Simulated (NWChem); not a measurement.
System: AlH3; SMILES [AlH3]

The following NWChem deck was run.

```
start job
memory heap 200 mb stack 900 mb global 1100 mb
geometry units angstroms noautosym nocenter noautoz
  Al     0.000000     0.000000     0.000000
  H      1.124315     1.124315     0.000000
  H      0.411528    -1.535843     0.000000
  H     -1.535843     0.411528     0.000000
end
basis spherical
  * library aug-cc-pvdz
end
dft
  xc xpbe96 cpbe96
  iterations 150
end
property
  response 1 0.0
end
task dft property
```

Structure relaxed at the PBE0/def2-SVP level.

Static field.

### Question
Give the results of this calculation. (PBE/aug-cc-pVDZ.) Quantities: basis functions; isotropic polarisability (bohr³); anisotropy (bohr³).

### Answer
```
Property                          Result
--------------------------------  ------
number of basis functions             54
isotropic polarisability (bohr³)    34.5
anisotropy (bohr³)                   7.9
```
